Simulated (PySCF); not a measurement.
TlCl, SMILES [Cl][Tl]. Geometry optimised at B3LYP-D3(BJ)/def2-TZVP. The def2 effective core potentials stand for the cores of Tl; spin–orbit coupling is left out.

Computed equilibrium geometry at B3LYP-D3(BJ)/def2-TZVP (PySCF confirms it by a frequency run) as a Z-matrix, and its point group:
point group C∞v.
```
Tl
Cl 1 2.5322
```
